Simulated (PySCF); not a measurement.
Isomers of C8H10, one GFN2-xTB conformer each. Single-point energies are computed at PBE0/pcSseg-1 (PySCF, gas phase, no added dispersion term), electronic only.

```
             SMILES  GFN2-xTB relative energy (kcal/mol)
         CCc1ccccc1                                  0.0
    C=CC1=C(C=C)CC1                                 54.0
C=CC1=C[C@@H]1C1CC1                                 82.9
```

Conformers: `[CH3:1][CH2:2][c:3]1[cH:4][cH:5][cH:6][cH:7][cH:8]1` with C1–C2–C3–C4 -89°; `[CH2:1]=[CH:2][C:3]1=[C:4]([CH:5]=[CH2:6])[CH2:7][CH2:8]1` with C1–C2–C3–C4 180°, C3–C4–C5–C6 180°; `[CH2:1]=[CH:2][C:3]1=[CH:4][C@@H:5]1[CH:6]1[CH2:7][CH2:8]1` with C1–C2–C3–C4 176°, C4–C5–C6–C7 -175°.

**Question.** What does PBE0/pcSseg-1 give for the same structures?

**Answer.** 
| SMILES | PBE0/pcSseg-1 E (Eh) | PBE0/pcSseg-1 (kcal/mol) | GFN2-xTB (kcal/mol) | point group |
| --- | --- | --- | --- | --- |
| CCc1ccccc1 | -310.45771 | 0.0 | 0.0 | Cs |
| C=CC1=C(C=C)CC1 | -310.36651 | 57.2 | 54.0 | C2v |
| C=CC1=C[C@@H]1C1CC1 | -310.31218 | 91.3 | 82.9 | C1 |

Both levels put the same isomer lowest; measured from each level's own lowest isomer, the values differ by up to 8.4 kcal/mol (C=CC1=C[C@@H]1C1CC1: 82.9 against 91.3). As drawn, the lowest has an aromatic ring, which the highest lacks; the highest has a three-membered ring and a C=C bond outside aromatic rings, which the lowest lacks.

**Question.** Which frontier levels, dipoles and rotational constants go with these structures?

**Answer.** 
```csv
SMILES,"HOMO (eV, PBE0/pcSseg-1)",LUMO (eV),dipole (D),"A, B, C (MHz)"
CCc1ccccc1,-7.00,-0.09,0.40,"4565, 1500, 1243"
C=CC1=C(C=C)CC1,-6.05,-1.38,0.12,"4067, 1355, 1029"
C=CC1=C[C@@H]1C1CC1,-6.59,-1.09,0.58,"3904, 1328, 1044"
```
